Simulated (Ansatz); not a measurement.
Reaction (cleavage of the Si–Sn bond): `[SiH3][SiH2][SnH3]` + HBr → `[SiH3][SiH2]Br` + `[SnH4]`

Gas-phase electronic energies from Ansatz, PBE0-D4/def2-TZVP geometries. CCSD(T)/CBS adds triple-zeta CCSD(T) − MP2 to the extrapolated MP2 energy (def2 sets, frozen cores). Functionals use def2-TZVPP. B3LYP here is the variant with VWN-RPA as its local correlation; programs differ in this. HSE06 is defined as in plane-wave codes. Elements past krypton have def2 core potentials. For Br, Sn outer-core shells are correlated without core-valence functions, which leaves a few kJ/mol of doubt a bond. Scalar relativity is left out up to krypton.

```json
{"level": "r2SCAN-D4", "ΔE (kcal/mol)": "-13.1", "difference from CCSD(T)/CBS": "-0.6"}
{"level": "PBE0-D4", "ΔE (kcal/mol)": "-12.0", "difference from CCSD(T)/CBS": "0.5"}
{"level": "HSE06-D4", "ΔE (kcal/mol)": "-11.9", "difference from CCSD(T)/CBS": "0.6"}
{"level": "ωB97M-V", "ΔE (kcal/mol)": "-14.2", "difference from CCSD(T)/CBS": "-1.7"}
{"level": "B2PLYP", "ΔE (kcal/mol)": "-13.9", "difference from CCSD(T)/CBS": "-1.4"}
{"level": "PBE", "ΔE (kcal/mol)": "-11.4", "difference from CCSD(T)/CBS": "1.1"}
{"level": "revPBE", "ΔE (kcal/mol)": "-11.6", "difference from CCSD(T)/CBS": "0.9"}
{"level": "r2SCAN", "ΔE (kcal/mol)": "-13.3", "difference from CCSD(T)/CBS": "-0.8"}
{"level": "PBE0", "ΔE (kcal/mol)": "-12.5", "difference from CCSD(T)/CBS": "0.0"}
{"level": "B3LYP", "ΔE (kcal/mol)": "-13.8", "difference from CCSD(T)/CBS": "-1.3"}
{"level": "r2SCANh", "ΔE (kcal/mol)": "-13.4", "difference from CCSD(T)/CBS": "-0.9"}
{"level": "LC-ωPBE", "ΔE (kcal/mol)": "-13.7", "difference from CCSD(T)/CBS": "-1.2"}
{"level": "CCSD(T)/def2-SVP", "ΔE (kcal/mol)": "-11.0", "difference from CCSD(T)/CBS": "1.5"}
{"level": "SCS-MP2/def2-TZVPP", "ΔE (kcal/mol)": "-14.3", "difference from CCSD(T)/CBS": "-1.8"}
{"level": "MP2/def2-QZVPP", "ΔE (kcal/mol)": "-13.4", "difference from CCSD(T)/CBS": "-0.9"}
{"level": "HF/CBS(def2)", "ΔE (kcal/mol)": "-17.9", "difference from CCSD(T)/CBS": "-5.4"}
{"level": "CCSD(T)/CBS", "ΔE (kcal/mol)": "-12.5", "difference from CCSD(T)/CBS": "0"}
```

Largest T1 diagnostic among the species: 0.014.

In def2-TZVPP, CCSD(T) changes the Hartree–Fock value by +5.2 kcal/mol (the triples alone add +0.5 kcal/mol) and MP2 by +4.4 kcal/mol. At CCSD(T), def2-SVP lies +1.5 kcal/mol from the extrapolated value and def2-TZVPP −0.2 kcal/mol. Leaving LDA and LC-ωPBE aside and taking each functional with its dispersion term where it has one, the values, not all of them listed here, spread over 3.6 kcal/mol, from B97M-V to PBE-D4.
